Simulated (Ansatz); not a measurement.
System: CoCl₂ (charge 0, quartet). The spin state was set by rule; other spins were not relaxed. 
Coordinates optimised at B3LYP-D3(BJ)/def2-TZVP (Ansatz, a first-principles code):
```xyz
3

Co     0.0000     0.0000     0.0000
Cl     0.0000     0.0000    -2.0986
Cl     0.0000     0.0000     2.0986
```
Charge 0, spin multiplicity 4.

Wanted: vertical ionisation energy (to the quintet state of charge +1; each state is the SCF solution reached for its spin; for the quintet the Hartree-Fock reference is unstable and T1 is 0.058), in eV. Valence correlation only, unless marked. Open shells are spin-unrestricted. Spin-orbit coupling is left out. Frozen are the shells of the preceding noble gas and the d and f shells that filled before the atom's block. No relativistic terms.  The program attaches cautions to a run behind CCSD(T)/def2-SVPD: other roots.

```csv
level,program,vertical ionisation energy (eV)
SVWN5/def2-TZVPD,Ansatz,10.01
r2SCAN/def2-TZVPD,Ansatz,10.01
PBE0/def2-TZVPD,Ansatz,10.49
BHLYP/def2-TZVPD,Ansatz,11.09
CAM-B3LYP/def2-TZVPD,Ansatz,10.85
CCSD(T)/def2-SVPD,Ansatz,10.84
```
